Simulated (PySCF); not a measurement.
# Relaxation of doublet GaF2

All numbers come from UPBE0 in PySCF with Ga def2-TZVP, F def2-TZVP; no relativity; density-fitted integrals. A (50,194) grid was used.

A start displaced from a saddle point along its imaginary mode, of C2v symmetry, held to at least that symmetry:

```xyz
3
charge 0 multiplicity 2, angstrom
Ga    0.0015    0.0661    0.0000
F    -0.0027   -0.1200    1.7945
F    -0.0027   -0.1200   -1.7945
```

Q: What forces act on the atoms at the start (eV/Å)?

A: 
| atom | Fx | Fy | Fz |
| --- | --- | --- | --- |
| Ga1 | 0.01 | 0.55 | 0.00 |
| F2 | -0.01 | -0.27 | -0.33 |
| F3 | -0.01 | -0.27 | 0.33 |

Q: What does it relax to?

A: It ends at C2v with Ga–F 1.756 Å (×2); F–Ga–F 116.7° (after a last refinement on a finer grid). A frequency run shows a minimum.

Q: How much energy is released, and in how many steps?

A: 54.6 kJ/mol in 8 steps.

The relaxation took 17 s on 4 threads of a shared Arm Neoverse V2 host, with 110 basis functions and 9 gradients; the process peaked at 0.96 GiB. Launch command: `OMP_NUM_THREADS=4 python axn.py task.json out`.
